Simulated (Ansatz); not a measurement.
System: sum formula Si2H3Cl3 (charge 0, singlet). SMILES: [SiH3][Si](Cl)(Cl)Cl
Geometry: optimised at B3LYP-D3(BJ)/def2-TZVP (Ansatz, an electronic-structure program).

Atomisation energy built up term by term with Ansatz (kcal/mol; UHF references for open shells; valence terms freeze the core; atomic spin-orbit terms are left out). CBS(X,Y): correlation extrapolated as X^-3; Hartree-Fock from the larger set.

```json
[
 {"term": "Hartree-Fock", "basis": "aug-cc-pV(Q+d)Z", "kcal/mol": "440.78"},
 {"term": "CCSD correlation", "basis": "CBS(aug-cc-pV(T+d)Z,aug-cc-pV(Q+d)Z)", "kcal/mol": "135.01"},
 {"term": "(T)", "basis": "CBS(aug-cc-pV(T+d)Z,aug-cc-pV(Q+d)Z)", "kcal/mol": "11.48"},
 {"term": "core correlation", "basis": "cc-pwCVTZ", "kcal/mol": "0.20"},
 {"term": "scalar relativity (X2C)", "basis": "cc-pVTZ-DK against cc-pVTZ", "kcal/mol": "-1.93"},
 {"term": "sum: De", "basis": "", "kcal/mol": "585.5"}
]
```

(T) makes 2.0 % of the CCSD(T) atomisation energy; under 5 % is typical of single-reference molecules.
